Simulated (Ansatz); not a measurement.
Breaking the Ga1–Cl2 bond in GaCl (multiplicity 1 held). Energies count from the point at 2.239 Å.


U- levels take the lowest unrestricted solution at each point, which mixes spins at long bonds. Active spaces are followed from rest. Curves can end on different states.

Frozen-core correlation. Filled d and f shells under p-block atoms count as core.

Codes used: Ansatz (Gaussian orbitals). Values without a source in brackets are computed.

Energies in eV.

```tsv
R (Å)	U-HF/def2-TZVPP	FIC-NEVPT4(SD) on CASSCF(10,8)/def2-TZVPP	FIC-MRCISD on CASSCF(10,8)/def2-TZVPP	FIC-MRCISD+Q on CASSCF(10,8)/def2-TZVPP
1.791	2.20	2.20	2.20	2.21
2.015	0.36	0.35	0.35	0.35
2.239	0.00	0.00	0.00	0.00
2.463	0.22	0.24	0.24	0.24
2.687	0.65	0.70	0.70	0.70
3.023	1.36	1.47	1.47	1.47
3.358	2.01	2.18	2.17	2.18
3.918	2.88	3.12	3.11	3.12
4.478	3.49	3.82	3.80	3.81
5.150	3.59	4.47	4.48	4.48
6.045	3.62	4.68	4.66	4.67
7.165	3.62	4.70	4.68	4.69
8.956	3.63	4.70	4.68	4.69
```

Doubts at one or more of the structures used: a spin-contaminated determinant (U-HF/def2-TZVPP).

Ansatz is a quantum-chemistry and plane-wave program.
